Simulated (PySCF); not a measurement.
C4H7BFN, SMILES C=C=CB(F)NC.

Geometry: r2SCAN-D4/def2-SVP. This is a generated structure with no PubChem entry under its InChIKey; it may be hypothetical. One conformer was computed; it need not be the lowest.

Two levels are set side by side: PBE/def2-TZVP (PySCF) and HF/def2-TZVP (PySCF). Same geometry, gas phase. Differences are taken from unrounded values.

```json
[
 {"quantity": "orbital gap (eV)", "HF": "13.03", "PBE": "4.39", "PBE minus HF": "-8.64"},
 {"quantity": "highest occupied level (eV)", "HF": "-9.99", "PBE": "-5.92", "PBE minus HF": "4.07"},
 {"quantity": "lowest empty level (eV)", "HF": "3.04", "PBE": "-1.53", "PBE minus HF": "-4.57"},
 {"quantity": "dipole moment (D)", "HF": "2.33", "PBE": "2.17", "PBE minus HF": "-0.17"},
 {"quantity": "mean polarisability (bohr³)", "HF": "68.8", "PBE": "75.2", "PBE minus HF": "6.4"}
]
```

Without exact exchange PBE keeps part of each electron's self-repulsion, which lifts occupied levels and narrows the gap. Loosely held outer electrons make PBE densities more polarisable. Differences between two approximate levels are no errors against the true value.

Rough cost on one machine, each run with all the roots and properties that it gave: HF against PBE about 1/3.
